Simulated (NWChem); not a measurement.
System: C₂H₉NSi; SMILES C[SiH2]CN

```xyz
13

C      0.9825     1.5882     0.1329
Si    -0.6352     0.6705    -0.1603
C     -0.4938    -1.1423     0.3768
N      0.6392    -1.7798    -0.2759
H      1.2644     1.5718     1.1976
H      0.8984     2.6411    -0.1774
H      1.7997     1.1345    -0.4499
H     -1.7349     1.3195     0.6264
H     -0.9957     0.7394    -1.6104
H     -0.5050    -1.2045     1.4878
H     -1.4251    -1.6337     0.0444
H      1.5155    -1.3954     0.0710
H      0.6682    -2.7772    -0.0728
```
Atoms are numbered in this order, from 1.

Results from NWChem. The geometry was optimised at PBE0/def2-SVP. Level M06-L/def2-SVP: energy and gradient on several grids; changes count from the extra-fine grid, which is no exact limit either.

```
grid     size of the energy change (μHa)  largest change of a gradient component (μHa/bohr)  time, medium = 1 (rough)
-------  -------------------------------  -------------------------------------------------  ------------------------
xcoarse                            20000                                               4000                   about 1
coarse                                20                                                900                   about 1
medium                                20                                                300                   about 1
fine                                  10                                                 70                   about 1
xfine                               < 10                                               < 30                         3
```
